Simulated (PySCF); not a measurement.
# What a mistake does to a calculation on AlBH4NO cation

Calculated results; nothing here was measured. The program is PySCF 2.14.0, an open-source quantum chemistry code, run on an isolated molecule that a program drew, which may never have been made. The molecule is AlBH4NO cation (charge +1, singlet), drawn as the SMILES string `N[B+][AlH][OH]`.

Each row is a Hartree-Fock (HF) and frozen-core CCSD(T) single point in the cc-pV(D+d)Z basis, meant for a local HF minimum. Run 1 is clean. Each other run has one planted mistake out of seven kinds, and not every kind appears here: one electron removed, one electron added, multiplicity raised by two, geometry at a saddle point, minimal basis STO-3G, one bond length entered in bohr, all coordinates scaled. The reference is restricted for singlets and unrestricted otherwise, and also for a bond in bohr. Adding or removing an electron swaps singlet and doublet. Electrons count all cores. HOMO and LUMO are orbital energies over both spins, the gradient is its largest component, and the lowest frequency (negative if imaginary) is given only where the gradient is small. Bond lengths are over the 7 bonds as drawn. T1 is the CCSD diagnostic: over 0.02 (restricted) or 0.045 (unrestricted) a single reference is doubtful.

Geometry of the clean run:
```xyz
8
AlBH4NO cation, angstrom
N    -0.5799   -2.1949    0.0607
B    -0.9181   -0.9152   -0.0155
Al   -1.3518    1.2403   -0.1532
O     0.1629    1.8850   -0.3146
H     0.3791   -2.5079    0.0142
H    -1.2507   -2.9412    0.1696
H    -2.8124    1.7535   -0.0866
H     0.5726    2.7300   -0.4115
```

```
run  electrons  basis functions  <S^2>  HOMO (eV)  LUMO (eV)  gradient (hartree/bohr)  lowest frequency (cm^-1)  mean bond (Å)  longest bond (Å)      T1  HF (hartree)  CCSD(T) (hartree)                     mistake
  1         36               85  0.000     -16.83      -3.74                  1.8e-05                       104         1.3851             2.203  0.0160    -398.08483         -398.60278                    no fault
  2         36               85  2.074     -13.87      -7.19                  3.0e-02                         -         1.3851             2.203  0.0295    -397.94171         -398.44651  multiplicity raised by two
  3         36               28  0.000     -13.71      -0.06                  6.9e-02                         -         1.3851             2.203  0.0234    -393.16027         -393.35520        minimal basis STO-3G
  4         37               85  0.771      -5.78       1.79                  7.4e-02                         -         1.3851             2.203  0.0171    -398.25736         -398.79009          one electron added
  5         36               85  0.000     -16.77      -3.78                  2.2e-02                         -         1.4142             2.249  0.0169    -398.08137         -398.60326      all coordinates scaled
  6         36               85  1.008     -14.65      -5.11                  3.3e-02                         -         1.5536             2.505  0.0859    -397.87310         -398.36177                           ?
```

**Which mistake was planted in run 6, and what did it cost?**

The mean bond changes by a factor of 1.122 and the longest by 1.137, so the molecule wasn't scaled as a whole. A length L in bohr read as angstrom grows by (1/0.5292 - 1) L = 0.890 L. The 7 bonds together grew by 7 x 0.1685 = 1.180 Å, which gives L = 1.326 Å. That is bond N1-B2, 1.326 Å in the clean geometry. So the mistake is: one bond length entered in bohr. Subtracting run 1 and multiplying by 627.51 kcal/mol a hartree, the energy moved by 132.9 kcal/mol in HF and 151.2 kcal/mol in CCSD(T).

Cautions from the logs. Run 3: T1 is over the limit, so its CCSD(T) energy is less reliable; run 6: T1 is over the limit, so its CCSD(T) energy is less reliable.
